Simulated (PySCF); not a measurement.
Constitutional and geometric isomers with formula H4B2Si. All species are isolated molecules in the gas phase. One relaxed conformer stands for each flexible species; it need not be the lowest. Strings in code marks are SMILES.

Calculation: B3LYP-D3(BJ)/def2-TZVP run with PySCF 2.14.0. All candidates: neutral, multiplicity 1. B3LYP has the VWN-RPA correlation part, as in Gaussian. 

The LUMO is -3.00 eV and the HOMO comes out as -6.09 eV. The HOMO–LUMO gap is 3.10 eV.

Question: Which member has these values?
(A) `BB=[SiH2]`
(B) `[H]/B=[SiH]\B`
(C) `B1B[SiH2]1`

Answer: B, `[H]/B=[SiH]\B`. The others give `BB=[SiH2]`: -2.73 eV, -6.15 eV, 3.42 eV; `B1B[SiH2]1`: -2.11 eV, -6.75 eV, 4.64 eV
